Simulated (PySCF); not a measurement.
Match the calculated data to a structure.

All candidates are C6H11NO.

| technique | computed result |
| --- | --- |
| Polarisability | 81.4 au [CAM-B3LYP/def2-SVPD] |
| Dipole | 3.36 D [CAM-B3LYP/def2-SVPD] |
| Rotational structure | rotational constants A, B, C: 3.246, 1.200, 0.929 GHz [PBE0-D3(BJ)/def2-SVP] |
| UV, first state | lowest singlet excitation: 7.43 eV (167 nm, f = 0.003) [TDDFT CAM-B3LYP/def2-SVPD] |

The electronic properties come from PySCF, for the isolated species, density fitting. Levels stand in brackets. One conformer (not necessarily the lowest) at the PBE0-D3(BJ)/def2-SVP geometry, without solvent, vibrations or thermal averaging.

Problem. Which candidate is it?
A. `CCO[C@H](C#N)CC`
B. `CN(C)C(=O)C1CC1`
C. `O=CN1CCCCC1`
D. `C=C[C@@H](CC)C(N)=O`

Solution. A. It is `CCO[C@H](C#N)CC`. Numbering: `[CH3:1][CH2:2][O:3][C@H:4]([C:5]#[N:6])[CH2:7][CH3:8]`. Its formula, C6H11NO, gives 2 degrees of unsaturation: 0 rings and 2 π bonds in the structure found. The optimised geometry has point group C1 and is an asymmetric top.

The others, at the same levels:
- `C=C[C@@H](CC)C(N)=O` fails: its computed lowest singlet excitation is 5.55 eV (223 nm, f = 0.006) (against 7.43 eV), static isotropic polarisability is 84.9 au (against 81.4 au) and rotational constant A is 2.326 GHz (against 3.246 GHz).
- `CN(C)C(=O)C1CC1` fails: its computed lowest singlet excitation is 5.84 eV (212 nm, f = 0.000) (against 7.43 eV), rotational constant A is 4.007 GHz (against 3.246 GHz) and smallest rotational constant is 1.152 GHz (against 0.929 GHz).
- `O=CN1CCCCC1` fails: its computed lowest singlet excitation is 5.75 eV (216 nm, f = 0.001) (against 7.43 eV), rotational constant A is 3.862 GHz (against 3.246 GHz) and smallest rotational constant is 1.256 GHz (against 0.929 GHz).

Each candidate is one conformer, not necessarily the lowest. Dipoles, sizes and rotational constants follow the conformer. The torsions of the flexible species, by atom-mapped SMILES:
- `[CH3:1][CH2:2][O:3][C@H:4]([C:5]#[N:6])[CH2:7][CH3:8]`: C1–C2–O3–C4 -179°, C2–O3–C4–C5 -66°, O3–C4–C7–C8 -178°
- `[CH2:1]=[CH:2][C@@H:3]([CH2:4][CH3:5])[C:6]([NH2:7])=[O:8]`: C1–C2–C3–C4 121°, C2–C3–C4–C5 -164°, C2–C3–C6–N7 53°, H–N7–C6–C3 -176°, H–N7–C6–C3 -12°
- `[CH3:1][N:2]([CH3:3])[C:4](=[O:5])[CH:6]1[CH2:7][CH2:8]1`: C1–N2–C4–O5 -5°, N2–C4–C6–C7 -155°

The conformers of `O=CN1CCCCC1` aren't listed.
